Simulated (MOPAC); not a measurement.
MOPAC input (AM1):

```
AM1 PRECISE GNORM=0.05 LET XYZ CHARGE=-1 GEO-OK AUX(PRECISION=9) THREADS=1
C4H5OSi

Si   -2.01068300 1    0.22388300 1    0.02312100 1
C    -0.19429600 1    0.04512000 1   -0.01620100 1
C     0.69453300 1    0.93056300 1   -0.79913200 1
C     1.90498400 1    0.40121400 1   -0.50333500 1
O     1.87057800 1   -0.72550400 1    0.38448200 1
C     0.55685000 1   -0.88888900 1    0.64265800 1
H    -2.66457000 1   -0.80755600 1    0.89741500 1
H    -2.48406700 1    1.53909100 1    0.54848600 1
H    -2.66787600 1    0.08024200 1   -1.31004800 1
H     2.92222100 1    0.63394300 1   -0.78661900 1
H     0.30682000 1   -1.70409700 1    1.30728000 1
```

Output:

```
 *******************************************************************************
 **                                                                           **
 **                              MOPAC v23.2.5                                **
 **                                                                           **
 *******************************************************************************
 ** MOPAC's Digital Object Identifier: https://doi.org/10.5281/zenodo.6511958 **
 **                                                                           **
 ** Please cite the open-source release paper for use of this MOPAC version:  **
 ** J. E. Moussa and J. J. P. Stewart (2026)                                  **
 ** MOPAC: An open-source semiempirical molecular orbital program             **
 ** J. Open Source Softw., 11(119), 8025, https://doi.org/10.21105/joss.08025 **
 *******************************************************************************

                              AM1 CALCULATION RESULTS

 *******************************************************************************
 *  AM1        - The AM1 Hamiltonian to be used
 *  GEO-OK     - OVERRIDE INTERATOMIC DISTANCE AND OTHER SAFETY CHECKS
 *
 *
 *
 *                 CHARGE ON SYSTEM = -1
 *
 *
 *
 *  LET        - OVERRIDE SOME SAFETY CHECKS
 *  PRECISE    - TIGHTER CRITERIA TO BE USED
 *  XYZ        - CARTESIAN COORDINATE SYSTEM TO BE USED
 *  GNORM      - EXIT WHEN GRADIENT NORM DROPS BELOW 0.050
 *  AUX        - OUTPUT AUXILIARY INFORMATION
 *******************************************************************************
AM1 PRECISE GNORM=0.05 LET XYZ CHARGE=-1 GEO-OK AUX(PRECISION=9) THREADS=1
 C4H5OSi

   ATOM   CHEMICAL          X               Y               Z
  NUMBER   SYMBOL      (ANGSTROMS)     (ANGSTROMS)     (ANGSTROMS)

     1      Si         -2.01068300  *   0.22388300  *   0.02312100  *
     2       C         -0.19429600  *   0.04512000  *  -0.01620100  *
     3       C          0.69453300  *   0.93056300  *  -0.79913200  *
     4       C          1.90498400  *   0.40121400  *  -0.50333500  *
     5       O          1.87057800  *  -0.72550400  *   0.38448200  *
     6       C          0.55685000  *  -0.88888900  *   0.64265800  *
     7       H         -2.66457000  *  -0.80755600  *   0.89741500  *
     8       H         -2.48406700  *   1.53909100  *   0.54848600  *
     9       H         -2.66787600  *   0.08024200  *  -1.31004800  *
    10       H          2.92222100  *   0.63394300  *  -0.78661900  *
    11       H          0.30682000  *  -1.70409700  *   1.30728000  *

          CARTESIAN COORDINATES

    NO.       ATOM           X           Y           Z

     1        Si         -2.0107      0.2239      0.0231
     2         C         -0.1943      0.0451     -0.0162
     3         C          0.6945      0.9306     -0.7991
     4         C          1.9050      0.4012     -0.5033
     5         O          1.8706     -0.7255      0.3845
     6         C          0.5569     -0.8889      0.6427
     7         H         -2.6646     -0.8076      0.8974
     8         H         -2.4841      1.5391      0.5485
     9         H         -2.6679      0.0802     -1.3100
    10         H          2.9222      0.6339     -0.7866
    11         H          0.3068     -1.7041      1.3073

  H: (AM1): M.J.S. DEWAR ET AL, J. AM. CHEM. SOC. 107 3902-3909 (1985)
  C: (AM1): M.J.S. DEWAR ET AL, J. AM. CHEM. SOC. 107 3902-3909 (1985)
  O: (AM1): M.J.S. DEWAR ET AL, J. AM. CHEM. SOC. 107 3902-3909 (1985)
 Si: (AM1): M.J.S.DEWAR, C. JIE, ORGANOMETALLICS, 6, 1486-1490 (1987).

           Empirical Formula: C4 H5 O Si  =    11 atoms

      MOLECULAR POINT GROUP   :   Cs

      RHF CALCULATION, NO. OF DOUBLY OCCUPIED LEVELS = 16

          Geometry optimization using EF

          DIAGONAL MATRIX USED AS START HESSIAN

 CYCLE:     1  GRAD.:   122.783 HEAT:  35.71649
 CYCLE:     2  GRAD.:   329.018 HEAT:  51.99962
 CYCLE:     3  GRAD.:   235.818 HEAT:  46.50093
 CYCLE:     4  GRAD.:   220.932 HEAT:  38.52216
 CYCLE:     5  GRAD.:   238.719 HEAT:  48.88177
 CYCLE:     6  GRAD.:   228.694 HEAT:  41.82694
 CYCLE:     7  GRAD.:   213.763 HEAT:  39.89119
 CYCLE:     8  GRAD.:   295.735 HEAT:  46.64190
 CYCLE:     9  GRAD.:   270.365 HEAT:  48.78491
 CYCLE:    10  GRAD.:   299.619 HEAT:  47.11439
 CYCLE:    11  GRAD.:   248.507 HEAT:  39.36415
 CYCLE:    12  GRAD.:   107.311 HEAT:  32.25294
 CYCLE:    13  GRAD.:   166.233 HEAT:  39.17605
 CYCLE:    14  GRAD.:    71.470 HEAT:  30.21076
 CYCLE:    15  GRAD.:   255.238 HEAT:  45.47891
 CYCLE:    16  GRAD.:   114.340 HEAT:  33.01143
 CYCLE:    17  GRAD.:   329.233 HEAT:  55.49428
 CYCLE:    18  GRAD.:    59.479 HEAT:  29.95451
 CYCLE:    19  GRAD.:    81.298 HEAT:  31.43511
 CYCLE:    20  GRAD.:    13.157 HEAT:  28.70326
 CYCLE:    21  GRAD.:    16.657 HEAT:  28.68326
 CYCLE:    22  GRAD.:     4.444 HEAT:  28.58264
 CYCLE:    23  GRAD.:     7.812 HEAT:  28.52314
 CYCLE:    24  GRAD.:    14.333 HEAT:  28.36887
 CYCLE:    25  GRAD.:    12.100 HEAT:  28.13075
 CYCLE:    26  GRAD.:    11.480 HEAT:  28.11625
 CYCLE:    27  GRAD.:     2.267 HEAT:  28.02951
 CYCLE:    28  GRAD.:     0.662 HEAT:  28.02533
 CYCLE:    29  GRAD.:     0.529 HEAT:  28.02343
 CYCLE:    30  GRAD.:     0.222 HEAT:  28.02287
 CYCLE:    31  GRAD.:     0.144 HEAT:  28.02283
 CYCLE:    32  GRAD.:     0.116 HEAT:  28.02282
 CYCLE:    33  GRAD.:     0.084 HEAT:  28.02281
 CYCLE:    34  GRAD.:     0.020 HEAT:  28.02281

     GRADIENT =  0.02045 IS LESS THAN CUTOFF =  0.05000

 -------------------------------------------------------------------------------
 AM1 PRECISE GNORM=0.05 LET XYZ CHARGE=-1 GEO-OK AUX(PRECISION=9) THREADS=1
 C4H5OSi

     GEOMETRY OPTIMISED USING EIGENVECTOR FOLLOWING (EF).
     SCF FIELD WAS ACHIEVED

                              AM1 CALCULATION
                                                       MOPAC v23.2.5 Linux

          FINAL HEAT OF FORMATION =         28.02281 KCAL/MOL =     117.24743 KJ/MOL

          COSMO AREA              =        136.80 SQUARE ANGSTROMS
          COSMO VOLUME            =        130.37 CUBIC ANGSTROMS

          GRADIENT NORM           =          0.02045          =       0.00617 PER ATOM
          IONIZATION POTENTIAL    =          2.824223 EV
          HOMO LUMO ENERGIES (EV) =         -2.824  5.547
          NO. OF FILLED LEVELS    =         16
          MOLECULAR WEIGHT        =         97.1684         POINT GROUP:  Cs

          MOLECULAR DIMENSIONS (Angstroms)

            Atom       Atom       Distance
            H    10    H     7     5.98619
            H    11    H     9     4.23847
            H     8    H     9     2.25648

          SCF CALCULATIONS        =         35

   ATOM   CHEMICAL          X               Y               Z
  NUMBER   SYMBOL      (ANGSTROMS)     (ANGSTROMS)     (ANGSTROMS)

     1      Si         -1.92488112  *   0.28439989  *  -0.03286364  *
     2       C         -0.26630034  *  -0.08935019  *   0.09647534  *
     3       C          0.52363735  *   0.84465148  *  -0.71479585  *
     4       C          1.82576403  *   0.44682965  *  -0.53130551  *
     5       O          1.91172242  *  -0.68347798  *   0.34742487  *
     6       C          0.60657240  *  -0.96865292  *   0.70034816  *
     7       H         -2.79455838  *  -0.61082622  *   0.75584684  *
     8       H         -2.29279971  *   1.61901381  *   0.45314827  *
     9       H         -2.47494851  *   0.17337491  *  -1.38856482  *
    10       H          2.79788597  *   0.76486433  *  -0.87708827  *
    11       H          0.50043053  *  -1.81304125  *   1.37364795  *

                             CARTESIAN COORDINATES

   1   Si       -1.924881119     0.284399890    -0.032863636
   2    C       -0.266300343    -0.089350192     0.096475342
   3    C        0.523637346     0.844651479    -0.714795851
   4    C        1.825764027     0.446829652    -0.531305512
   5    O        1.911722420    -0.683477976     0.347424867
   6    C        0.606572396    -0.968652922     0.700348162
   7    H       -2.794558383    -0.610826225     0.755846843
   8    H       -2.292799714     1.619013809     0.453148272
   9    H       -2.474948513     0.173374911    -1.388564824
  10    H        2.797885967     0.764864329    -0.877088273
  11    H        0.500430534    -1.813041251     1.373647945

           Empirical Formula: C4 H5 O Si  =    11 atoms

      MOLECULAR POINT GROUP   :   Cs

                  EIGENVALUES
 -35.32115 -26.96113 -23.31988 -16.74395 -15.19494 -12.61507 -11.08520 -10.32399
  -9.37119  -8.47770  -8.07282  -7.66078  -6.27371  -4.65391  -3.39169  -2.82422
   5.54693   6.02176   6.27770   6.63532   7.29008   8.13840   8.21904   9.07226
   9.73249  10.29889  10.85847  11.61699  12.21747

              NET ATOMIC CHARGES AND DIPOLE CONTRIBUTIONS

  ATOM NO.   TYPE          CHARGE      No. of ELECS.   s-Pop       p-Pop
    1         Si           1.089150        2.9109     0.77912     2.13173
    2          C          -0.575624        4.5756     1.28521     3.29041
    3          C          -0.384303        4.3843     1.54615     2.83815
    4          C          -0.268603        4.2686     1.27697     2.99163
    5          O          -0.203171        6.2032     1.87329     4.32988
    6          C          -0.085822        4.0858     1.24840     2.83743
    7          H          -0.311915        1.3119     1.31191
    8          H          -0.252080        1.2521     1.25208
    9          H          -0.252077        1.2521     1.25208
   10          H           0.119817        0.8802     0.88018
   11          H           0.124628        0.8754     0.87537
 DIPOLE           X         Y         Z       TOTAL
 POINT-CHG.    -2.678    -1.235     1.234     3.197
 HYBRID         1.379    -1.495     1.037     2.283
 SUM           -1.299    -2.730     2.272     3.782

          ATOMIC ORBITAL ELECTRON POPULATIONS

     Atom    s        px        py        pz
    1 Si   0.77912   0.67498   0.72615   0.73060
    2  C   1.28521   1.14155   1.04727   1.10159
    3  C   1.54615   0.87278   1.05758   0.90779
    4  C   1.27697   0.98536   0.94026   1.06600
    5  O   1.87329   1.26947   1.48343   1.57699
    6  C   1.24840   0.85070   0.98393   1.00280
    7  H   1.31191
    8  H   1.25208
    9  H   1.25208
   10  H   0.88018
   11  H   0.87537

 **********************
 *                    *
 * JOB ENDED NORMALLY *
 *                    *
 **********************

 == MOPAC DONE ==
```

The dipole moment of an ion depends on the origin.

The geometry given is a B3LYP-D3(BJ)/def2-TZVP minimum.
